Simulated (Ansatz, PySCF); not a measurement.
Gas-phase reaction in SMILES: [Cl][Ge]([Cl])[Cl] -> [Cl][Ge][Cl] + Cl atom (the Cl-Ge bond at the site shown breaks; other sites are not compared here)
Structures are relaxed separately at B3LYP-D3(BJ)/def2-TZVP in Ansatz (a first-principles code). Frequencies are from Ansatz or PySCF.
Geometry of the first species:
```xyz
4

Ge    -0.2080    -0.3291    -0.2549
Cl     1.9194    -0.7419    -0.0750
Cl    -0.4580     1.6203    -1.1853
Cl    -1.0700    -0.2589     1.7402
```
Charge 0, spin multiplicity 2.

Quantity: bond dissociation energy (enthalpy at 298 K, with B3LYP-D3(BJ) rigid-rotor harmonic-oscillator terms), in kcal/mol. Correlated levels leave the core frozen unless marked. Open shells are spin-unrestricted. Spin-orbit coupling is left out. Frozen are the shells of the preceding noble gas and the d and f shells that filled before the atom's block. Non-relativistic. CBS marks a two-point X^-3 extrapolation of the correlation energy; Hartree-Fock from the larger set.

```json
[
 {"level": "HF/6-31G", "program": "Ansatz", "bond dissociation energy (kcal/mol)": "16.4"}
]
```

Q: Estimate the value at CCSD(T)/CBS(def2-TZVPP,def2-QZVPP) as computed with Ansatz.

A: 50.5 kcal/mol
